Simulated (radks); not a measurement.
Values are calculated unless marked as measured or tabulated.
Q: These are the eigenvalues of the occupied orbitals of an atom or ion with whole-number occupations (hartree). Level of theory: non-relativistic Kohn-Sham, PBE, spin-polarised, spherical densities, point nucleus (a radial shooting solver on a logarithmic mesh with Libxc functionals).

1s up: -16.34484
1s down: -16.34204
2s up: -2.30706
2s down: -2.30161
4p up: -0.30104

Which element is it, and in what charge state? The configuration may be excited. Open shells, if any, are filled with parallel spins first.

A: Z = 7, nitrogen, charge +2: N2+ in [He] 2s2 4p1. The list shows which subshells hold electrons but not how many an open one holds; the 1s level, -16.345 hartree, gives Z - s = 5.7 by -(Z - s)^2/2, which with screening narrows Z to a few neighbours, and the depths of the outer levels then fix element, charge and occupations together.
